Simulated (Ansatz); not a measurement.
Cl2F2H2Si2 (`F[Si](F)(Cl)[SiH2]Cl`), relaxed with RKS PBE0-D4/def2-TZVP in Ansatz 0.2.0 from a PBE-D4/def2-SVP geometry. The force threshold is 0.005 eV/Å; the program also tests the step.

Charge 0, multiplicity 1.

Start:

```xyz
8

F     1.266    0.420   -1.874
Si    0.733   -0.547   -0.680
F     2.045   -1.054    0.136
Cl   -0.182   -2.188   -1.528
Si   -0.792    0.553    0.710
Cl    0.139    2.212    1.553
H    -1.971    0.991   -0.109
H    -1.238   -0.387    1.791
```

| step | energy (eV) | largest force (eV/Å) | largest move (Å) |
| --- | --- | --- | --- |
| 1 | -46257.2821 | 1.284 | 0.000 |
| 2 | -46257.3510 | 1.015 | 0.035 |
| 3 | -46257.3699 | 0.275 | 0.046 |
| 4 | -46257.3750 | 0.036 | 0.025 |
| 5 | -46257.3750 | 0.052 | 0.009 |
| 6 | -46257.3751 | 0.065 | 0.006 |
| 7 | -46257.3753 | 0.003 | 0.004 |

End:

```xyz
8

F     1.247    0.394   -1.841
Si    0.729   -0.550   -0.682
F     2.003   -1.036    0.119
Cl   -0.142   -2.177   -1.534
Si   -0.790    0.551    0.707
Cl    0.134    2.184    1.537
H    -1.954    1.000   -0.092
H    -1.227   -0.366    1.786
```

Hardware: 4 threads of an Arm Neoverse V2 on a shared host. Wall time 39 s, peak host memory 0.73 GiB.
